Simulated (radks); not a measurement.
Results of a calculation; reference values are marked as such.
Effect of the nuclear size on the molybdenum ion Mo2+, [Kr] 4d4. Code: a radial shooting solver on a logarithmic mesh with Libxc functionals. Model: Dirac Kohn-Sham, PBE, spin-unpolarised, spherical densities, finite nucleus; open shells are shared between the two j in proportion to 2j + 1; Fermi nuclear charge, rms radius 4.4091 fm. The rms radius is varied about that value; shifts are against it.

rms radius (fm) = 3.7125: total energy shift (eV) -0.434; density at nucleus (e/bohr^3) 9.257e+04; 1s1/2 shift (meV) -183; 2s1/2 shift (meV) -19.6; 4s1/2 shift (meV) -0.577; 4p1/2 shift (meV) 0.036; 5s1/2 (empty) shift (meV) -0.082
rms radius (fm) = 4.0343: total energy shift (eV) -0.242; density at nucleus (e/bohr^3) 9.173e+04; 1s1/2 shift (meV) -102; 2s1/2 shift (meV) -10.9; 4s1/2 shift (meV) -0.322; 4p1/2 shift (meV) 0.020; 5s1/2 (empty) shift (meV) -0.046
rms radius (fm) = 4.4091: total energy shift (eV) 0; density at nucleus (e/bohr^3) 9.086e+04; 1s1/2 shift (meV) 0.000; 2s1/2 shift (meV) 0.000; 4s1/2 shift (meV) 0.000; 4p1/2 shift (meV) 0.000; 5s1/2 (empty) shift (meV) 0.000
rms radius (fm) = 4.8103: total energy shift (eV) 0.280; density at nucleus (e/bohr^3) 9.001e+04; 1s1/2 shift (meV) 118; 2s1/2 shift (meV) 12.7; 4s1/2 shift (meV) 0.372; 4p1/2 shift (meV) -0.023; 5s1/2 (empty) shift (meV) 0.053
rms radius (fm) = 5.4364: total energy shift (eV) 0.759; density at nucleus (e/bohr^3) 8.882e+04; 1s1/2 shift (meV) 321; 2s1/2 shift (meV) 34.4; 4s1/2 shift (meV) 1.01; 4p1/2 shift (meV) -0.063; 5s1/2 (empty) shift (meV) 0.144

Slopes of the eigenvalues against <r^2> in GHz/fm^2, as finite differences over the two radii next to the reference (eigenvalue slopes, not the field-shift constants of lines): 1s1/2 7760, 2s1/2 831, 4s1/2 24.5, 4p1/2 -1.52, 5s1/2 (empty) 3.48.
